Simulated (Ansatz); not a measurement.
System: sum formula H$_{4}$SiNO$_{3}$, net charge 0, doublet state. It need not be the lowest isomer of its formula. 
Coordinates optimised at B3LYP-D3(BJ)/def2-TZVP (Ansatz, an electronic-structure program):
```
Si
O 1 1.6149
O 1 1.6295 2 115.86
H 3 0.9601 1 117.48 2 -135.40
O 1 1.6382 2 115.18 3 -127.23
H 5 0.9604 1 117.11 2 -15.34
N 1 1.7312 2 97.28 5 -118.26
H 7 1.0097 1 120.46 2 66.60
H 7 1.0105 8 111.40 1 147.02
```
Charge 0, spin multiplicity 2.

Wanted: atomisation energy (electronic, to ground-state atoms), in eV. Correlated levels leave the core frozen unless marked. UHF or UKS for open shells. No spin-orbit coupling. No relativistic terms. The coupled-cluster limit lacks core correlation, which all-electron functionals hold. CBS(X,Y): correlation extrapolated as X^-3; Hartree-Fock from the larger set. The bracket is a focal-point correction in the basis named.

```json
[
 {"level": "SVWN5/def2-TZVPD", "program": "Ansatz", "atomisation energy (eV)": "42.03", "minus last row": "6.02"},
 {"level": "BLYP-D3(BJ)/def2-TZVPD", "program": "Ansatz + dftd3", "atomisation energy (eV)": "36.27", "minus last row": "0.26"},
 {"level": "MP2/STO-3G", "program": "Ansatz", "atomisation energy (eV)": "24.70", "minus last row": "-11.31"},
 {"level": "MP2/6-31G", "program": "Ansatz", "atomisation energy (eV)": "26.01", "minus last row": "-10.00"},
 {"level": "SCS-MP2/STO-3G", "program": "Ansatz", "atomisation energy (eV)": "24.94", "minus last row": "-11.07"},
 {"level": "CCSD(T)/STO-3G", "program": "Ansatz", "atomisation energy (eV)": "25.73", "minus last row": "-10.28"},
 {"level": "RI-MP2/CBS(cc-pV(T+d)Z,cc-pV(Q+d)Z)+[CCSD(T)-MP2]/cc-pV(T+d)Z", "program": "Ansatz", "atomisation energy (eV)": "36.01", "minus last row": "0.00"}
]
```
